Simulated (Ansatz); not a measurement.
Consider the substitution at a C–C bond: `C=C(C)CC` + `[BH2][GaH][OH]` → `[BH2][GaH][O]CC` + propene.

Computed with Ansatz on PBE0-D4/def2-TZVP structures; ΔE is electronic, products minus reactants. CCSD(T)/CBS adds triple-zeta CCSD(T) − MP2 to the extrapolated MP2 energy (def2 sets, frozen cores). Functionals use def2-TZVPP. B3LYP here is the variant with VWN-RPA as its local correlation; programs differ in this. For Ga outer-core shells are correlated without core-valence functions, which leaves a few kJ/mol of doubt a bond. Scalar relativity is left out up to krypton. One conformer a species, not always the lowest.

`C=C(C)CC`:

Z-matrix (Å, degrees):
```
C
C 1 1.497
H 1 1.095 2 110.7
H 1 1.090 2 111.5 3 120.8
H 1 1.094 2 111.4 3 -118.5
C 2 1.502 1 116.7 3 55.8
C 2 1.329 1 121.8 3 -124.0
C 6 1.525 2 113.7 1 63.7
H 6 1.097 2 108.8 1 -57.8
H 6 1.093 2 109.0 1 -173.8
H 7 1.085 2 121.4 1 179.8
H 7 1.085 2 121.6 1 -0.1
H 8 1.093 6 110.8 2 58.2
H 8 1.092 6 110.7 2 178.0
H 8 1.092 6 111.8 2 -62.2
```

`[BH2][GaH][OH]`:

```xyz
7

B    -0.049    0.567   -1.260
Ga    0.597   -0.188    0.570
O    -0.599   -0.860    1.733
H    -0.352    1.717   -1.399
H    -0.133   -0.123   -2.235
H     2.045   -0.281    1.158
H    -1.509   -0.832    1.431
```

`[BH2][GaH][O]CC`:

```xyz
13

B    -3.019    1.052    0.707
Ga   -1.063    1.192    0.023
O    -0.301   -0.377   -0.386
C     1.026   -0.508   -0.829
C     1.890   -1.164    0.226
H    -3.272    0.949    1.872
H    -3.953    1.085   -0.040
H    -0.113    2.425   -0.216
H     1.024   -1.124   -1.738
H     1.457    0.466   -1.106
H     1.469   -2.130    0.514
H     2.905   -1.325   -0.148
H     1.950   -0.539    1.121
```

`C=CC`:

Cartesian coordinates in Å:
```
C 1.181 -0.217 -0.692
C 0.011 -0.523 -0.148
C -0.870 0.430 0.583
H 1.584 0.790 -0.636
H 1.777 -0.958 -1.212
H -0.351 -1.547 -0.229
H -1.852 0.501 0.105
H -1.046 0.094 1.610
H -0.433 1.430 0.619
```

CCSD(T)/CBS gives +13.0 kcal/mol.

Q: Another level gave +10.9 kcal/mol. Which?
A. SCS-MP2/def2-TZVPP
B. HF/def2-TZVPP
C. B3LYP-D4/def2-TZVPP
D. MP2/def2-TZVPP

A: C. B3LYP-D4 10.9, SCS-MP2/def2-TZVPP 12.9, MP2/def2-TZVPP 14.5, HF/def2-TZVPP 8.9 kcal/mol.

Largest T1 diagnostic among the species: 0.015.

In def2-TZVPP, CCSD(T) changes the Hartree–Fock value by +3.6 kcal/mol (the triples alone add +0.4 kcal/mol) and MP2 by +5.6 kcal/mol. The D4 term adds +0.9 kcal/mol with B3LYP and +0.5 kcal/mol with PBE0; it sums over pairs of atoms, weighted by their polarisabilities, and B3LYP, whose exchange is more repulsive, gets the larger term.
